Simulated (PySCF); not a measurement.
# Structure from NMR data

Molecular formula: C7H8OSi. Simulated spectra:

¹H NMR (500 MHz, computed): δ 9.88 (s, 1H), 7.19 (m, 1H), 4.92 (m, 1H), 4.57 (m, 1H), 2.54 (m, 1H), 1.43 (d, 3H).

¹³C{¹H} NMR (computed): δ 181.9 (CH), 163.2 (CH), 157.2 (C), 98.4 (C), 94.8 (C), 36.0 (CH), 18.9 (CH3).

Theoretical values (PySCF): NMR shieldings at PBE0/pcSseg-1/GIAO, geometry from GFN2-xTB. Non-relativistic, single conformer, no solvent model, rapidly exchanging positions averaged.

Referencing at the same level of theory: ¹H (σref 31.72) and ¹³C (σref 186.93) vs TMS.

Question: Which candidate is it?
A. C#CC1=CCC(=C)O[SiH2]1
B. C[C@@H]1[SiH2]C=C1C#CC=O
C. C=C1C(=C)C(C=O)=C1[SiH3]

Answer: B. 

The formula gives 5 degrees of unsaturation (1 ring in the answer). 7 carbon signals for 7 carbons: no two carbons are equivalent. Carbon types of the structure: 3 × C, 3 × CH, 1 × CH3, leaving 2 H on heteroatoms. δC 181.9: aldehyde carbonyl carbon; low-lying n→π* states of the double bond to the heteroatom give a large paramagnetic term (-247 ppm). δC 163.2: alkene CH; as expected for a trigonal carbon in a double bond. δC 157.2: fully substituted alkene carbon; the olefinic region. δC 98.4, 94.8: alkyne carbon; sp carbons lie upfield of alkene carbons because the cylindrical π system leaves one tensor component strongly shielded. δH 9.88: hydrogen on an aldehyde carbonyl carbon; the C=O anisotropy and electron withdrawal place aldehyde protons far downfield.

The others: C#CC1=CCC(=C)O[SiH2]1 has carbons computed at 163.2, 159.3, 125.5, 97.0, 92.1, 85.8, 38.2, with a different DEPT pattern; C=C1C(=C)C(C=O)=C1[SiH3] has carbons computed at 191.1, 180.2, 165.8, 157.1, 151.6, 114.6, 100.1, with a different DEPT pattern.

Shifts are as computed. Against solution values, carbons near 30 ppm lie about +3 ppm off and those near 130 ppm about +5 ppm. Of 1211 compounds with measured shifts, 218 miss one by over three times the rms of a fit or turn the order of signals round; such compounds aren't used in these exercises. Multiplicities follow the n + 1 count of equivalent neighbours, as no J values were calculated; m marks all less simple cases, F and P coupling included.
